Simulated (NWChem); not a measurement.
The numbers come from NWChem runs, not from measurements. System: H3Al, charge 0, spin multiplicity 1, at a geometry optimised with PBE/def2-SVP. The structure started from a generated list of species. Level: RHF/def2-TZVP.

The NWChem input:

```
start mol
memory heap 200 mb stack 900 mb global 1100 mb
geometry units angstroms nocenter noautoz
  Al     0.000000     0.000000    -0.000001
  H      0.000000     0.000000     1.600821
  H      1.386349     0.000000    -0.800404
  H     -1.386349     0.000000    -0.800404
  symmetry group C2v
end
basis spherical
  * library def2-tzvp
end
scf
  rhf
  nopen 0
  maxiter 100
  thresh 1e-7
  semidirect memsize 60000000 filesize 0
end
task scf energy
```

NWChem printed:

```
             Northwest Computational Chemistry Package (NWChem) 7.3.0
             --------------------------------------------------------

                                NWChem Input Module
                                -------------------

 Scaling coordinates for geometry "geometry" by  1.889725989
 (inverse scale =  0.529177249)

 Turning off AUTOSYM since
 SYMMETRY directive was detected!

                             Geometry "geometry" -> ""
                             -------------------------

 Output coordinates in angstroms (scale by  1.889725989 to convert to a.u.)

  No.       Tag          Charge          X              Y              Z
 ---- ---------------- ---------- -------------- -------------- --------------
    1 Al                  13.0000     0.00000000     0.00000000    -0.00000100
    2 H                    1.0000     0.00000000     0.00000000     1.60082100
    3 H                    1.0000     1.38634900     0.00000000    -0.80040400
    4 H                    1.0000    -1.38634900     0.00000000    -0.80040400

 Effective nuclear repulsion energy (a.u.)      13.4646686851

            Nuclear Dipole moment (a.u.)
            ----------------------------
        X                 Y               Z
 ---------------- ---------------- ----------------
     0.0000000000     0.0000000000     0.0000000000

      Symmetry information
      --------------------

 Group name             C2v
 Group number             16
 Group order               4
 No. of unique centers     3

      Symmetry unique atoms

     1    2    3


 Summary of "ao basis" -> "" (spherical)
 ------------------------------------------------------------------------------
       Tag                 Description            Shells   Functions and Types
 ---------------- ------------------------------  ------  ---------------------
 *                         def2-tzvp                  on all atoms

 Summary of "ao basis" -> "ao basis" (spherical)
 ------------------------------------------------------------------------------
       Tag                 Description            Shells   Functions and Types
 ---------------- ------------------------------  ------  ---------------------
 Al                        def2-tzvp                13       37   5s5p2d1f
 H                         def2-tzvp                 4        6   3s1p

                                 NWChem SCF Module
                                 -----------------

  ao basis        = "ao basis"
  functions       =    55
  atoms           =     4
  closed shells   =     8
  open shells     =     0
  charge          =   0.00
  wavefunction    = RHF
  use symmetry    = T
  symmetry adapt  = T

 Summary of "ao basis" -> "ao basis" (spherical)
 ------------------------------------------------------------------------------
       Tag                 Description            Shells   Functions and Types
 ---------------- ------------------------------  ------  ---------------------
 Al                        def2-tzvp                13       37   5s5p2d1f
 H                         def2-tzvp                 4        6   3s1p

      Symmetry analysis of basis
      --------------------------

        a1         25
        a2          4
        b1         15
        b2         11

 Forming initial guess at       0.0s

      Superposition of Atomic Density Guess
      -------------------------------------

 Sum of atomic energies:        -243.37425148

      Non-variational initial energy
      ------------------------------
[...]
     1 a1          2 a2          3 b1          4 b2

  Orbital symmetries:

     1 a1          2 a1          3 b1          4 a1          5 b2
     6 a1          7 b1          8 a1          9 b2         10 a1
    11 a1         12 b1         13 a1         14 a2         15 b2
    16 b1         17 a1         18 b2

 Starting SCF solution at       0.1s

 ----------------------------------------------
         Quadratically convergent ROHF

 Convergence threshold     :          1.000E-07
 Maximum no. of iterations :          100
 Final Fock-matrix accuracy:          1.000E-09
 ----------------------------------------------

              iter       energy          gnorm     gmax       time
             ----- ------------------- --------- --------- --------
                 1     -243.6268918400  3.06D-01  1.23D-01      0.1
                 2     -243.6406359293  5.73D-02  1.96D-02      0.1
                 3     -243.6408853329  2.36D-03  9.53D-04      0.1
                 4     -243.6408860579  3.85D-06  1.96D-06      0.2
                 5     -243.6408860579  1.82D-09  9.50D-10      0.2

       Final RHF  results
       ------------------

         Total SCF energy =   -243.640886057857
      One-electron energy =   -365.371570872752
      Two-electron energy =    108.266016129754
 Nuclear repulsion energy =     13.464668685141

        Time for solution =      0.0s

       Symmetry analysis of molecular orbitals - final
       -----------------------------------------------

  Numbering of irreducible representations:

     1 a1          2 a2          3 b1          4 b2

  Orbital symmetries:

     1 a1          2 a1          3 b2          4 b1          5 a1
     6 a1          7 b1          8 a1          9 b2         10 a1
    11 b1         12 a1         13 a1         14 a2         15 b2
    16 b1         17 a1         18 b2

             Final eigenvalues
             -----------------

              1
    1  -58.4778
    2   -4.8933
    3   -3.2087
    4   -3.2059
    5   -3.2059
    6   -0.5670
    7   -0.4306
    8   -0.4306
    9    0.0317
   10    0.1381
   11    0.1381
   12    0.1467
   13    0.2236
   14    0.2624
   15    0.2624
   16    0.2855
   17    0.2855
   18    0.3388

                       ROHF Final Molecular Orbital Analysis
                       -------------------------------------

 Vector    6  Occ=2.000000D+00  E=-5.669569D-01  Symmetry=a1
              MO Center= -4.6D-17,  2.5D-18, -8.9D-06, r^2= 2.4D+00
   Bfn.  Coefficient  Atom+Function         Bfn.  Coefficient  Atom+Function
  ----- ------------  ---------------      ----- ------------  ---------------
     4      0.497228  1 Al s                  3     -0.280596  1 Al s
     5      0.154044  1 Al s

 Vector    7  Occ=2.000000D+00  E=-4.306274D-01  Symmetry=b1
              MO Center= -8.9D-11,  8.9D-16, -6.4D-01, r^2= 2.6D+00
   Bfn.  Coefficient  Atom+Function         Bfn.  Coefficient  Atom+Function
  ----- ------------  ---------------      ----- ------------  ---------------
    15      0.311741  1 Al px                45      0.234262  3 H  s
    51     -0.234262  4 H  s                 46      0.172615  3 H  s
    52     -0.172615  4 H  s

 Vector    8  Occ=2.000000D+00  E=-4.306260D-01  Symmetry=a1
              MO Center=  8.8D-11, -5.2D-16,  6.4D-01, r^2= 2.6D+00
   Bfn.  Coefficient  Atom+Function         Bfn.  Coefficient  Atom+Function
  ----- ------------  ---------------      ----- ------------  ---------------
    17      0.311741  1 Al pz                39      0.270504  2 H  s
    40      0.199320  2 H  s                 38      0.151855  2 H  s

 Vector    9  Occ=0.000000D+00  E= 3.171308D-02  Symmetry=b2
              MO Center= -2.6D-15, -1.8D-17, -2.0D-06, r^2= 4.9D+00
   Bfn.  Coefficient  Atom+Function         Bfn.  Coefficient  Atom+Function
  ----- ------------  ---------------      ----- ------------  ---------------
    19      0.830133  1 Al py                16      0.235084  1 Al py

 Vector   10  Occ=0.000000D+00  E= 1.380657D-01  Symmetry=a1
              MO Center= -9.9D-13, -1.7D-22, -8.1D-01, r^2= 7.1D+00
   Bfn.  Coefficient  Atom+Function         Bfn.  Coefficient  Atom+Function
  ----- ------------  ---------------      ----- ------------  ---------------
    20      2.214883  1 Al pz                40     -1.709903  2 H  s
    46      0.855010  3 H  s                 52      0.855010  4 H  s

 Vector   11  Occ=0.000000D+00  E= 1.380664D-01  Symmetry=b1
              MO Center=  6.5D-13, -1.4D-27,  8.1D-01, r^2= 7.1D+00
   Bfn.  Coefficient  Atom+Function         Bfn.  Coefficient  Atom+Function
  ----- ------------  ---------------      ----- ------------  ---------------
    18      2.214904  1 Al px                46     -1.480869  3 H  s
    52      1.480869  4 H  s                 29      0.171934  1 Al d  1

 center of mass
 --------------
 x =   0.00000000 y =   0.00000000 z =  -0.00000087

 moments of inertia (a.u.)
 ------------------
          13.834302009910           0.000000000000           0.000000000000
           0.000000000000          27.668625970560           0.000000000000
           0.000000000000           0.000000000000          13.834323960650

  Mulliken analysis of the total density
  --------------------------------------

    Atom       Charge   Shell Charges
 -----------   ------   -------------------------------------------------------
    1 Al  13    12.57   2.00  0.65  1.33  0.78  0.26  2.92  2.28  0.82  0.97  0.32  0.11  0.10  0.02
    2 H    1     1.14   0.22  0.57  0.35  0.01
    3 H    1     1.14   0.22  0.57  0.35  0.01
    4 H    1     1.14   0.22  0.57  0.35  0.01

       Multipole analysis of the density wrt the origin
       ------------------------------------------------

     L   x y z        total         open         nuclear
     -   - - -        -----         ----         -------
     0   0 0 0     -0.000000      0.000000     16.000000

     1   1 0 0      0.000000      0.000000      0.000000
     1   0 1 0     -0.000000      0.000000      0.000000
     1   0 0 1     -0.000013      0.000000      0.000000

     2   2 0 0    -14.126201      0.000000     13.726911
     2   1 1 0      0.000000      0.000000      0.000000
     2   1 0 1     -0.000000      0.000000      0.000000
     2   0 2 0     -8.670926      0.000000      0.000000
     2   0 1 1      0.000000      0.000000      0.000000
     2   0 0 2    -14.126211      0.000000     13.726889

 Task  times  cpu:        0.2s     wall:        0.2s

 Total times  cpu:        0.2s     wall:        0.2s
```
